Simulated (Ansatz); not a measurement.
Reaction (SMILES): [SiH3][CH-][SiH2]F -> F[SiH-]C[SiH3]

Wanted: isomerisation energy (enthalpy at 298 K), in kcal/mol. Conventions: non-relativistic; six Cartesian d functions in 6-31G* and its kin unless marked 5d; 6-311+G** with 5d, 6d on Na to Ar in Ansatz (a first-principles code); frozen cores in correlated levels; no dispersion term unless named; no spin-orbit coupling. CBS marks a two-point X^-3 extrapolation of the correlation energy; Hartree-Fock from the larger set. First-principles rows: single points at B3LYP-D3(BJ) geometries (Ansatz), with unscaled harmonic terms from B3LYP/6-31G* (Ansatz) at its own minima. Sets without +, aug- or the D of def2-TZVPD hold no diffuse functions, which anions need.

Coupled cluster (Ansatz) is a level with limits of its own, used here on species with T1 under 0.025 (0.045 for open shells) and stable references: CCSD(T)/CBS(aug-cc-pV(T+d)Z,aug-cc-pV(Q+d)Z).

Value to compare with, CCSD(T)/CBS(aug-cc-pV(T+d)Z,aug-cc-pV(Q+d)Z) (Ansatz): 13.9 kcal/mol.

```json
[
 {"level": "HF/STO-3G", "program": "Ansatz", "isomerisation energy (enthalpy at 298 K) (kcal/mol)": "-21.1", "difference": "-35.0"},
 {"level": "PBE/def2-SVP", "program": "Ansatz", "isomerisation energy (enthalpy at 298 K) (kcal/mol)": "9.4", "difference": "-4.5"},
 {"level": "PBE/6-311+G**", "program": "Ansatz", "isomerisation energy (enthalpy at 298 K) (kcal/mol)": "7.0", "difference": "-6.9"},
 {"level": "B3LYP/cc-pVDZ", "program": "Ansatz", "isomerisation energy (enthalpy at 298 K) (kcal/mol)": "7.5", "difference": "-6.4"},
 {"level": "MP2/3-21G", "program": "Ansatz", "isomerisation energy (enthalpy at 298 K) (kcal/mol)": "1.2", "difference": "-12.7"},
 {"level": "MP2/6-31G*", "program": "Ansatz", "isomerisation energy (enthalpy at 298 K) (kcal/mol)": "11.9", "difference": "-2.0"},
 {"level": "PBE/def2-TZVPD", "program": "Ansatz", "isomerisation energy (enthalpy at 298 K) (kcal/mol)": "10.5", "difference": "-3.4"}
]
```

Among the 6 habitual levels, HF/STO-3G lies farthest from CCSD(T)/CBS(aug-cc-pV(T+d)Z,aug-cc-pV(Q+d)Z) (Ansatz) (-35.0 kcal/mol) and MP2/6-31G* nearest (-2.0); 0 of 6 lie above it, and their mean absolute difference is 11.2 kcal/mol, the median 6.7. One case shows no general order.

The levels are drawn from those run, B3LYP/6-31G* more often than the rest, none by its result; left out are runs that failed, that the program found above a lower state of the same kind, or whose <S^2> lies over 0.5 above the pure value.
